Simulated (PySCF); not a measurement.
# Reading the logs of faulty runs: AlB2GeH6

Calculated results; nothing here was measured. The program is PySCF 2.14.0, an open-source quantum chemistry code, run on an isolated molecule that a program drew, which may never have been made. The molecule is AlB2GeH6 (charge 0, doublet), drawn as the SMILES string `[BH][BH][GeH2][AlH2]`.

Each row is a Hartree-Fock (HF) and frozen-core CCSD(T) single point in the cc-pV(D+d)Z basis, meant for a local HF minimum. Run 1 is clean. Each other run has one planted mistake out of seven kinds, and not every kind appears here: one electron removed, one electron added, multiplicity raised by two, geometry at a saddle point, minimal basis STO-3G, one bond length entered in bohr, all coordinates scaled. The reference is restricted for singlets and unrestricted otherwise, and also for a bond in bohr. Adding or removing an electron swaps singlet and doublet. Electrons count all cores. HOMO and LUMO are orbital energies over both spins, the gradient is its largest component, and the lowest frequency (negative if imaginary) is given only where the gradient is small. Bond lengths are over the 9 bonds as drawn. T1 is the CCSD diagnostic: over 0.02 (restricted) or 0.045 (unrestricted) a single reference is doubtful. Germanium has the cc-pVDZ-PP basis, with a core potential (ECP10MDF) in place of its 10 inner electrons, and its 3s, 3p and 3d shells are frozen in CCSD(T).

Geometry of the clean run:
```xyz
10
AlB2GeH6, angstrom
B    -2.6587    3.3860    0.9254
B    -2.8704    1.8530    1.2387
Ge   -1.7101    0.5112    0.1121
Al   -0.0806   -0.7200    1.5673
H    -2.4500    4.5094    0.6209
H    -3.6153    1.4107    2.0662
H    -0.9541    1.2485   -1.0145
H    -2.6645   -0.4767   -0.5876
H    -0.4632   -2.1053    2.2313
H     1.3448   -0.1024    1.8764
```

```
run,electrons,basis functions,<S^2>,HOMO (eV),LUMO (eV),gradient (hartree/bohr),lowest frequency (cm^-1),mean bond (Å),longest bond (Å),T1,HF (hartree),CCSD(T) (hartree),mistake
1,61,104,0.758,-8.61,0.53,7.3e-06,44,1.6468,2.508,0.0201,-588.06571,-588.44790,no fault
2,61,104,3.796,-6.43,-1.74,4.0e-02,-,1.6468,2.508,0.0397,-587.94431,-588.31934,multiplicity raised by two
3,61,104,0.760,-8.49,0.44,3.9e-02,-,1.7786,2.708,0.0220,-588.02489,-588.41314,?
4,61,104,1.728,-8.04,0.25,5.6e-03,-,1.8947,4.739,0.0218,-587.98800,-588.34589,?
```

**Which mistake was planted in run 3, and what did it cost?**

The mean and the longest bond both change by the same factor, 1.080, and the gradient is no longer small. So the mistake is: all coordinates scaled. Subtracting run 1 and multiplying by 627.51 kcal/mol a hartree, the energy moved by 25.6 kcal/mol in HF and 21.8 kcal/mol in CCSD(T).

**Which mistake was planted in run 4, and what did it cost?**

The mean bond changes by a factor of 1.151 and the longest by 1.890, so the molecule wasn't scaled as a whole. A length L in bohr read as angstrom grows by (1/0.5292 - 1) L = 0.890 L. The 9 bonds together grew by 9 x 0.2479 = 2.231 Å, which gives L = 2.508 Å. That is bond Ge3-Al4, 2.508 Å in the clean geometry. So the mistake is: one bond length entered in bohr. Subtracting run 1 and multiplying by 627.51 kcal/mol a hartree, the energy moved by 48.8 kcal/mol in HF and 64.0 kcal/mol in CCSD(T).

